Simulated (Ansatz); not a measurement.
ZnSn12⁺ (the lowest doublet isomer of a short search), 13 atoms. Hardware: 2 threads of AMD EPYC 7R13 on a shared host and a share (18 GiB) of an NVIDIA H100 80GB HBM3.

In the def2 sets Sn takes a core potential; there is no spin–orbit coupling. Correlated methods freeze 57 core orbitals; core or outer-core shells of Sn are correlated, in sets that lack core-valence functions. Single mean-field runs in def2-TZVP are fitted with def2-universal-jkfit.

**Question.** How many basis functions does each of these Ansatz runs have, and roughly what does it cost? HF/STO-3G, charge 1 doublet, energy; B97M-V/def2-TZVP, charge 1 doublet, energy, from earlier orbitals; PBE0-D4/def2-SVP, charge 1 doublet, energy, from earlier orbitals; PBE0-D4/def2-TZVP, charge 1 doublet, energy, from earlier orbitals; PBE-D4/def2-TZVP, charge 1 doublet, energy and forces, from earlier orbitals; r2SCAN-D4/def2-TZVP, charge 1 doublet, energy, from earlier orbitals; PBE-D4/def2-SVP, charge 1 doublet, energy with a search over starts; RPA@PBE/def2-SVP, charge 1 doublet, energy, from earlier orbitals; PBE-D4/def2-SVP, charge 1 doublet, relaxation, 6 steps; MP2/def2-SVP, charge 1 doublet, energy, from earlier orbitals; PBE-D4/def2-SVP, charge 1 doublet, energy, from earlier orbitals.

**Answer.** Other jobs shared the machine, so times can vary by a factor of up to 3.

| run | functions | fitting or Cholesky vectors | wall time | peak host memory (GiB) |
| --- | --- | --- | --- | --- |
| PBE-D4/def2-SVP, charge 1 doublet, energy, from earlier orbitals | 343 | 3850 | 4.8 s | 1.1 |
| PBE0-D4/def2-SVP, charge 1 doublet, energy, from earlier orbitals | 343 | 4400 | 7 s | 1.2 |
| PBE-D4/def2-TZVP, charge 1 doublet, energy and forces, from earlier orbitals | 648 | 2880 | 7.5 s | 1.2 |
| MP2/def2-SVP, charge 1 doublet, energy, from earlier orbitals | 343 | 4400 | 8 s | 1.1 |
| PBE0-D4/def2-TZVP, charge 1 doublet, energy, from earlier orbitals | 648 | 2880 | 8.5 s | 1.2 |
| r2SCAN-D4/def2-TZVP, charge 1 doublet, energy, from earlier orbitals | 648 | 2880 | 9.5 s | 1.5 |
| RPA@PBE/def2-SVP, charge 1 doublet, energy, from earlier orbitals | 343 | 4400 | 9.5 s | 2.4 |
| B97M-V/def2-TZVP, charge 1 doublet, energy, from earlier orbitals | 648 | 2880 | 11 s | 1.9 |
| PBE-D4/def2-SVP, charge 1 doublet, energy with a search over starts | 343 | 3850 | 16 s | 1.3 |
| PBE-D4/def2-SVP, charge 1 doublet, relaxation, 6 steps | 343 | 3850 | 26 s | 1.1 |
| HF/STO-3G, charge 1 doublet, energy | 342 | 4550 | 59 s | 1.2 |
